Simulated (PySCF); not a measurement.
Isomers C7H6ClOP:

A. SMILES Cc1cc(Cl)pc(C=O)c1
B. SMILES Cc1cpc(Cl)cc1C=O
C. SMILES C1=CC=C(Cl)C(C(C)=O)=P1

Spectrum 1. ¹H NMR (300 MHz, computed): δ 8.83 (m, 1H), 7.89 (m, 1H), 7.55 (m, 1H), 2.62 (s, 3H). ¹³C{¹H} NMR (computed): δ 204.7 (C), 178.6 (C), 163.7 (CH), 147.6 (C), 141.4 (CH), 137.3 (CH), 31.7 (CH3).

Spectrum 2. ¹H NMR (300 MHz, computed): δ 9.89 (m, 1H), 8.61 (m, 1H), 7.92 (m, 1H), 2.62 (s, 3H). ¹³C{¹H} NMR (computed): δ 193.4 (CH), 182.7 (C), 173.6 (C), 148.1 (C), 146.2 (CH), 138.2 (CH), 25.2 (CH3).

Spectrum 3. ¹H NMR (300 MHz, computed): δ 10.43 (s, 1H), 8.66 (m, 1H), 8.58 (m, 1H), 2.78 (s, 3H). ¹³C{¹H} NMR (computed): δ 192.1 (CH), 181.4 (C), 168.0 (CH), 146.9 (C), 139.4 (CH), 137.4 (C), 23.5 (CH3).

Theoretical values (PySCF 2.14.0 with density-fitted response routines): geometry from PBE0-D3(BJ)/def2-SVP, NMR shieldings at PBE0/pcSseg-1/GIAO. One averaged value for each set of equivalent atoms, one computed conformer, no solvent, non-relativistic.

δ = σ(ref) − σ, references computed at the same level: ¹H (σ = 31.27 ppm), ¹³C (σ = 184.41 ppm) vs TMS. Splittings of carbon signals by F and P are missing where no couplings were computed. Where no couplings were computed, multiplicities follow the n + 1 count of equivalent neighbours, and m marks all less simple cases (inequivalent or close neighbours, rings, F or P nearby). Shifts are as computed. Against solution values, carbons near 30 ppm lie about +2 ppm off and those near 130 ppm about +5 ppm; carbons on Cl a further +5 ppm. Of 1313 compounds with measured shifts, 239 miss one by over three times the rms of a fit or turn the order of signals round; such compounds aren't used in these exercises. Carbons bonded to Cl come out too deshielded.

Question: Which spectrum belongs to which compound?

Answer: 1–C, 2–A, 3–B.

- Spectrum 1 (C): 7 ¹³C signals; δC 204.7 is a ketone carbonyl carbon; δC 137.3 is an aromatic CH.
- Spectrum 2 (A): 7 ¹³C signals; δC 193.4 is an aldehyde carbonyl carbon; δC 138.2 is an aromatic CH.
- Spectrum 3 (B): 7 ¹³C signals; δC 192.1 is an aldehyde carbonyl carbon; δC 139.4 is an aromatic CH.
